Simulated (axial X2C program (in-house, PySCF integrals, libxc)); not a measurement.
**Potential curves of SrGe, with spin–orbit coupling**

Calculated with an in-house relativistic program for diatomic molecules. Two-component (2c) means X2C with spin–orbit coupling and atomic mean-field two-electron Coulomb and Gaunt terms. Basis: Sr dyall-cv3z [13s12p8d5f1g], Ge dyall-cv3z [9s9p7d4f1g] (cores contracted in-house); Gaussian nuclei, density fitting, unrestricted open shells. Masses: Sr 87.906 u, Ge 73.921 u.

State: Ω = 1 (⟨Sz⟩ = 1.00, ⟨Lz⟩ = 0.00 at HF). Energies in cm⁻¹ from the lowest point of each curve. Fits are polynomials in 1 − R0/R over 0.85 to 1.23 times the lowest point R0.

```csv
R (Å),CCSD(T),CCSD,PBE0,HF
2.5813,,,3560,5947
2.7000,2765,2762,1474,3029
2.7890,1423,1420,583,1614
2.8780,584,582,126,709
2.9670,139,138,0,203
3.0708,0,0,166,0
3.1747,166,167,574,110
3.3082,693,695,1332,576
3.4714,,,2462,1466
3.7088,,,4231,3074
```

Correlated methods: 6 electrons correlated (number of frozen shells: Sr 4 s, 3 p, 1 d; Ge 3 s, 2 p, 1 d), 300 virtual spin orbitals or spinors in MP2, 78 natural virtuals in coupled cluster.

The state is one determinant whose occupation by symmetry is held fixed; it was picked as the lowest of a PBE0 search that is not exhaustive. Density functionals use the spin component along the axis (collinear). CCSD and (T) use frozen natural virtuals with an MP2 correction for the truncation; (T) itself is uncorrected, so its De runs slightly low. PBE0 can misorder states that lie within some tenths of an eV, so this need not be the ground state of the molecule. The nearest other 2c determinant of the search, Ω = 2, lies 0.37 eV up at the distance of the search. With several unpaired electrons one determinant need not be a pure state. The outer-core s and p shells of the metal are frozen in the correlated rows, which leaves out core–valence correlation; for alkali and alkaline-earth bonds that tends to lengthen them. Open-shell Ω = 0 determinants with evenly filled partner blocks cannot be reached by this program, so the Ω shown need not be the lowest component. This is the Ω = 1 component of a π² triplet; the 0⁺ component is not one determinant and can lie lowest. The determinant is spin-polarised beyond a pure state at some levels (its spin-free form has ⟨S²⟩ too high), which makes Re and μ there less reliable. With the outer-core shells frozen, correlated bond lengths of heavy atoms tend to come out a few hundredths of an ångström too long. Coupled cluster ran on the points near the minimum only. MP2 and coupled cluster on one determinant become unreliable at the stretched end.

(1) What are Re and ωe at the CCSD(T) level?

(2) What are Re and ωe at the CCSD level?

(3) What are Re and ωe at the PBE0 level?

(4) Fit the HF curve near its minimum: give the equilibrium distance and the harmonic wavenumber.

## Answers

(1) At CCSD(T), 2c: Re = 3.061 Å, ωe ≈ 156 cm⁻¹; Be follows as 0.0448 cm⁻¹.

(2) At CCSD, 2c: Re = 3.060 Å, ωe ≈ 156 cm⁻¹; Be follows as 0.0448 cm⁻¹.

(3) At PBE0, 2c: Re = 2.963 Å, ωe ≈ 164 cm⁻¹; Be follows as 0.0478 cm⁻¹.

(4) At HF, 2c: Re = 3.081 Å, ωe ≈ 153 cm⁻¹; Be follows as 0.0442 cm⁻¹.
